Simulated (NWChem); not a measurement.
# CH2ClF; SMILES FCCl

All runs: NWChem. Pople sets run with spherical d functions. STO-3G and 3-21G are far too small for this property and stand as cheap habits. Geometry: optimised at PBE0/def2-SVP. B3LYP is NWChem's, with the RPA form of VWN correlation. Field at 589 nm.

Question: Among these, which level gives the lowest value of “isotropic polarisability (bohr³)”?
(A) B3LYP/def2-SVP
(B) B3LYP/STO-3G
(C) B3LYP/6-31G*
(D) B3LYP/def2-TZVPD

Answer: B, B3LYP/STO-3G. Values: B3LYP/STO-3G 9.9; B3LYP/def2-SVP 20.5; B3LYP/6-31G* 21.3; B3LYP/def2-TZVPD 31.8
